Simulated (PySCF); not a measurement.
H2FGa (SMILES [F][GaH2]), singlet, at a GFN2-xTB geometry (such geometries of metal compounds can be far from the true shape).

The PySCF input:
```python
from pyscf import gto, scf
from pyscf.prop import polarizability

mol = gto.M(
    atom='''
Ga   -0.147617   -0.288904    0.099803
H     0.593835   -1.068199    1.205408
H    -1.468262   -0.643151   -0.614215
F     0.605618    1.185262   -0.409453
''',
    basis='6-31g',
    charge=0,
    spin=0,
    verbose=4,
)

mf = scf.RHF(mol)
mf.kernel()
alpha = mf.Polarizability().polarizability()[2, 2]
print('alpha_zz =', alpha)
```

Task: What Mulliken (on the basis functions themselves) charges in atom order does PySCF with HF/6-31G, polarisability give?

Result: Ga1 0.98, H2 -0.18, H3 -0.18, F4 -0.63

Task: Give the total energy at the level HF/6-31G, polarisability.

Result: -2023.5232 Eh

Task: Give the number of basis functions at the level HF/6-31G, polarisability.

Result: 40
